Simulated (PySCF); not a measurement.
B3LYP has the VWN-RPA correlation part, as in Gaussian. Delta-SCF ions had no search for a lower state. 

Cartesian coordinates (Å):
```xyz
3

Cl    -0.0001     0.5929     0.0000
H     -0.9619    -0.2966     0.0000
H      0.9620    -0.2963     0.0000
```
Charge +1, spin multiplicity 1.

Question: What is the computed LUMO, hole reorganisation energy (four-point) and vertical ionisation energy (Delta-SCF) (B3LYP-D3(BJ)/def2-TZVP // PBE0-D3(BJ)/def2-TZVP (PySCF))?

Answer: 
| Quantity | Value |
|---|---|
| LUMO | -8.48 eV |
| hole reorganisation energy (four-point) | 0.439 eV |
| vertical ionisation energy (Delta-SCF) | 22.39 eV |
